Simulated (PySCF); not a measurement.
A run for PySCF: R-HF/STO-3G on SiH4 (SMILES [SiH4]).

```python
from pyscf import gto, scf, dft, mp
from pyscf.data.elements import chemcore

mol = gto.M(
    atom='''
    Si    0.10655027   -0.31917526    0.64220098
    H    -0.27518128   -0.53061173   -0.77427612
    H     0.68623971   -1.55908719    1.19231386
    H    -1.14324738    0.00998596    1.38020952
    H     1.04486590    0.81481815    0.74117111
    ''',
    basis='sto-3g',
    charge=0, spin=0, verbose=3, max_memory=1800)
mf = scf.RHF(mol)
mf.conv_tol = 1e-8
mf.max_cycle = 100
mf.kernel()
if not mf.converged:
    mf = mf.newton().run(mf.mo_coeff, mf.mo_occ)
```

Output:

```
converged SCF energy = -287.909764828028
```

Self-consistency was reached.

Cost: about 0.05 core-seconds (a rough figure).
